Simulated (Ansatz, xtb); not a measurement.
## AlFH3InN: where a starting geometry ends

The starting geometry of this gas-phase doublet was built from a drawn formula by distance geometry; its bonds are those of `[NH2][In]([F])[AlH]`.

```xyz
7

Al    2.1537    1.1506   -0.6119
F    -0.2917    4.0354   -0.8064
In   -0.3479    2.1337    0.0526
N    -1.4762    0.7403    1.0419
H    -2.4096    0.3879    0.7332
H    -0.8299   -0.0213    1.2774
H     2.0369   -0.4862   -0.6947
```

Task: Predict what it relaxes into with r2SCAN-D4/def2-SVP.

Result: It keeps its bonds, and is `[NH2][In]([F])[AlH]`.

The energy falls by 0.86 eV over 17 steps:

```tsv
step	E − E(last) (eV)
1	0.861
3	0.293
5	0.125
6	0.089
8	0.038
10	0.017
12	0.007
13	0.001
15	0.000
17	0.000
```

Final geometry (Å):

```xyz
7

Al    2.4908    0.8902   -0.2554
F    -0.6387    3.2778   -0.7452
In   -0.0781    1.5234   -0.0044
N    -1.6370    0.9406    1.1804
H    -2.5430    1.3373    0.9302
H    -1.7601   -0.0486    1.3893
H     3.0015    0.0198   -1.5029
```

From the same start GFN2-xTB ends elsewhere, differing in Al1–F2 (1.73 against 3.97 Å here), Al1–N4 (1.89 against 4.37 Å here), F2–In3 (2.76 against 1.99 Å here), In3–N4 (2.68 against 2.04 Å here).

The end wasn't checked by frequencies. Open shells are spin-unrestricted. Atoms past krypton carry core potentials, without spin–orbit terms. Run with Ansatz 0.2.0, 2.1 min on 2 threads of Arm Neoverse V2 (shared host).
